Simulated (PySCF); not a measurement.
# Broadened absorption spectrum of 1,1,1,3-tetrafluoropropane

Compound: 1,1,1,3-tetrafluoropropane, C₃H₄F₄.
Cartesian coordinates in Å at the PBE0-D3(BJ)/def2-SVP level; atoms count from 1:
```xyz
11
C3H4F4 angstrom
F      1.2197   -2.0579   -0.4399
C      1.0512   -0.7266   -0.1728
C     -0.4302   -0.4219   -0.0847
C     -0.7187    1.0228    0.2206
F     -0.1711    1.3973    1.3846
F     -2.0299    1.2488    0.3030
F     -0.2274    1.8349   -0.7245
H      1.5231   -0.1349   -0.9747
H      1.5542   -0.4849    0.7779
H     -0.9241   -0.6731   -1.0348
H     -0.8919   -1.0303    0.7065
```

Method: PySCF 2.14.0, density-fitted response routines, TDDFT wB97X-D/def2-SVPD, vertical, gas phase, core orbitals frozen in the response.

Each state is given a Gaussian of 0.4 eV full width at half maximum, with ε(max) = 2.175×10⁸ f / Δν̃ (Δν̃ the width in cm⁻¹). The width is an assumption, not a result. The curve ends short of the highest state used, and states not computed would add to its high-energy end.

(E (eV), ε (L mol⁻¹ cm⁻¹)): (9.11, 1), (9.15, 3), (9.18, 5), (9.22, 10), (9.26, 19), (9.29, 30), (9.33, 52), (9.36, 76), (9.40, 120), (9.44, 180), (9.47, 235), (9.51, 319), (9.55, 410), (9.58, 477), (9.62, 558), (9.65, 606), (9.69, 646), (9.73, 655), (9.76, 641), (9.80, 602), (9.84, 546), (9.87, 500), (9.91, 441), (9.94, 402), (9.98, 361), (10.02, 331), (10.05, 315), (10.09, 297), (10.13, 281), (10.16, 269), (10.20, 253), (10.23, 242), (10.27, 231), (10.31, 229), (10.34, 236), (10.38, 265), (10.42, 323), (10.45, 396), (10.49, 549), (10.52, 722), (10.56, 1058), (10.60, 1548), (10.63, 2037), (10.67, 2867), (10.71, 3902), (10.74, 4799), (10.78, 6120), (10.82, 7526), (10.85, 8595), (10.89, 9990), (10.92, 10988), (10.96, 12232), (11.00, 13368), (11.03, 14145), (11.07, 15066), (11.11, 15818)

(1) Where are the band maxima, and which computed states make them?

(2) Coming from long wavelengths, where does ε first pass 100 L mol⁻¹ cm⁻¹?

(3) Does any computed singlet lie in the visible range?

Answers

(1) 128 nm (9.72 eV), ε about 660, made up of S1 (97%) (ε in L mol⁻¹ cm⁻¹; maxima over ε = 5, shares over 10%). At its high-energy end, 11.11 eV, the curve is still rising (ε about 16000, from S5, S6, S7 and S9). The states used: S1 9.71 eV (f 0.0095); S2 10.10 eV (f 0.0033); S3 10.22 eV (f 0.0003); S4 10.52 eV (f 0.0028); S5 10.90 eV (f 0.088); S6 11.07 eV (f 0.075); S7 11.22 eV (f 0.067); S8 11.28 eV (f 0.014); S9 11.30 eV (f 0.108); S10 11.71 eV (f 0.0009).

(2) At about 132 nm (9.38 eV), 0.33 eV below S1.

(3) No computed singlet lies in the visible range (380 to 750 nm); the lowest, at 128 nm, stands 6.45 eV above its violet end (3.26 eV).

All these states lie below the vertical ionisation energy of 12.79 eV (ΔSCF).

One conformer stands for the species.
